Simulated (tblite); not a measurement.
Species: C3H12OSi2.
Atom-mapped SMILES: `[CH3:1][CH2:2][Si@H:3]([CH3:4])[O:5][SiH3:6]` (hydrogens: H7, H8, H9 on C1; H10, H11 on C2; H12 on Si3; H13, H14, H15 on C4; H16, H17, H18 on Si6)

Geometry (GFN2-xTB, Å), atoms numbered from 1 in this order:
```xyz
18
C3H12OSi2 angstrom
C     -1.105   -1.968   -0.051
C     -1.428   -0.557   -0.529
Si    -0.238    0.756    0.172
C     -0.621    2.477   -0.525
O      1.286    0.387   -0.260
Si     2.575   -0.465   -0.737
H     -1.782   -2.696   -0.496
H     -1.195   -2.035    1.031
H     -0.085   -2.236   -0.322
H     -2.455   -0.316   -0.253
H     -1.391   -0.541   -1.621
H     -0.235    0.743    1.640
H      0.109    3.203   -0.179
H     -1.601    2.818   -0.210
H     -0.601    2.488   -1.612
H      2.898   -1.419    0.325
H      2.234   -1.162   -1.977
H      3.626    0.529   -0.937
```

Calculated harmonic vibrations of the isolated species, GFN2-xTB (tblite), most abundant isotopes, no scaling. Against measured fundamentals such values can be off by several per cent, at times by over 20. Modes of hydrogen on silicon can be 10 to 20 % off. One conformer, not necessarily the lowest.

Harmonic wavenumbers (cm⁻¹): 37.7, 41.1, 57.1, 66.1, 102.4, 135.5, 184.9, 198.4, 263.4, 303.2, 532.9, 599.5, 609.8, 633.3, 651.3, 701.5, 729.7, 769.1, 772.8, 787.5, 813.2, 827.6, 846.8, 980.0, 1020.9, 1076.8, 1092.0, 1243.7, 1295.7, 1374.4, 1416.6, 1482.0, 1486.2, 1490.3, 1510.5, 1511.9, 2206.2, 2236.8, 2253.6, 2278.0, 2962.0, 2984.1, 3007.9, 3026.0, 3034.1, 3036.3, 3048.4, 3052.8.

A = 2406, B = 1622, C = 1057 MHz; mass 120.043 u (most abundant isotopes); point group C1, symmetry number 1.

Task: Zero-point energy?

Result: ½Σν̃ = 30386 cm⁻¹ = 363.50 kJ/mol.

Task: Give the ideal-gas entropy at 350 K and 1 bar in the rigid-rotor, harmonic-oscillator model (classical rotation).

Result: Translation 171.90, rotation 122.27, vibration 180.43: S = 474.6 J/(mol K).

Task: And Cp and H(350 K) − H(0)?

Result: Cp = 185.49 J/(mol K), of which vibrations give 152.23 (their classical limit is 48 R = 399.1); H(350 K) − H(0) = 41.18 kJ/mol without the zero-point energy, 29.54 from vibrations.

Task: How do the functions run with temperature in this model?

Result: 
```
 T (K)  S (J/(mol K))  Cp (J/(mol K))  H − H(0) (kJ/mol)  G − H(0) (kJ/mol)  ln q(vib)
   150          354.4           109.4              11.73             -41.43       5.23
   250          418.9           147.2              24.51             -80.21       8.55
298.15          446.4           166.1              32.06            -101.05      10.02
   400          500.5           202.8              50.89            -149.31      12.98
   600          593.9           258.4              97.34            -259.01      18.38
   900          710.0           314.0             183.83            -455.21      25.67
```

q(vib) and H(0) count from the zero-point level.

Task: Which modes carry the vibrational entropy at 350 K?

Result: 37.7 cm⁻¹: 23.82; 41.1 cm⁻¹: 23.11; 57.1 cm⁻¹: 20.38; 66.1 cm⁻¹: 19.17; 102.4 cm⁻¹: 15.57; 135.5 cm⁻¹: 13.29 J/(mol K); the other 42 give 65.09 together.

Hindered rotation and anharmonicity are outside this model. Other conformers, if any are populated, would add a mixing term that is left out. The structure is chiral; the term R ln 2 for an equal mix with its mirror image is left out.
